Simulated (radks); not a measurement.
The mean radii <r> (bohr) of the occupied orbitals of an atom or ion are listed with their occupations. Method: scalar-relativistic Kohn-Sham, r2SCAN, spin-polarised, spherical densities, finite nucleus; meta-GGA in the generalised Kohn-Sham scheme; Fermi nuclear charge, rms radius of each element as measured or else 0.836 A^(1/3) + 0.57 fm; computed with a radial shooting solver on a logarithmic mesh with Libxc functionals.

orbital  occ.      <r>
1s up       1  0.02843
1s down     1  0.02843
2s up       1   0.1226
2s down     1   0.1226
2p up       3   0.1071
2p down     3   0.1071
3s up       1   0.3298
3s down     1   0.3298
3p up       3   0.3283
3p down     3   0.3283
3d up       5   0.3054
3d down     5   0.3054
4s up       1   0.7923
4s down     1   0.7926
4p up       3   0.8533
4p down     3   0.8533
4d up       5    1.031
4d down     5    1.024
5s up       1    2.188
5s down     1    2.152
5p up       2    2.658
7s up       1    14.13

Name the element and its charge. Open shells, if any, are filled with parallel spins first.

Answer. Z = 51, antimony, charge 0: Sb in [Kr] 4d10 5s2 5p2 7s1. The 1s radius gives Z: for a bare nucleus <r> = (2 gamma + 1)/(2Z) with gamma = sqrt(1 - (Z/c)^2), 0.028 bohr for Z = 51, and screening makes it slightly larger (0.02843 here). The occupations add up to 51, and the charge is Z minus that.
